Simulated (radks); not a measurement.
The numbers below are computed, except where a source is named.
Question: The mean radii <r> (bohr) of the occupied orbitals of an atom or ion are listed with their occupations. Code: a radial shooting solver on a logarithmic mesh with Libxc functionals. Model: scalar-relativistic Kohn-Sham, BLYP, spin-polarised, spherical densities, finite nucleus; Fermi nuclear charge, rms radius of each element as measured or else 0.836 A^(1/3) + 0.57 fm.

| orbital | occ. | <r> |
|---|---|---|
| 1s up | 1 | 0.01687 |
| 1s down | 1 | 0.01687 |
| 2s up | 1 | 0.07109 |
| 2s down | 1 | 0.07109 |
| 2p up | 3 | 0.06419 |
| 2p down | 3 | 0.06419 |
| 3s up | 1 | 0.1818 |
| 3s down | 1 | 0.1818 |
| 3p up | 3 | 0.1824 |
| 3p down | 3 | 0.1824 |
| 3d up | 5 | 0.1645 |
| 3d down | 5 | 0.1645 |
| 4s up | 1 | 0.3680 |
| 4s down | 1 | 0.3680 |
| 4p up | 3 | 0.3800 |
| 4p down | 3 | 0.3800 |
| 4d up | 1 | 0.3776 |

Name the element and its charge. Open shells, if any, are filled with parallel spins first.

Answer: Z = 79, gold, charge +42: Au42+ in [Kr] 4d1. The 1s radius gives Z: for a bare nucleus <r> = (2 gamma + 1)/(2Z) with gamma = sqrt(1 - (Z/c)^2), 0.01667 bohr for Z = 79, and screening makes it slightly larger (0.01687 here). The occupations add up to 37, and the charge is Z minus that.
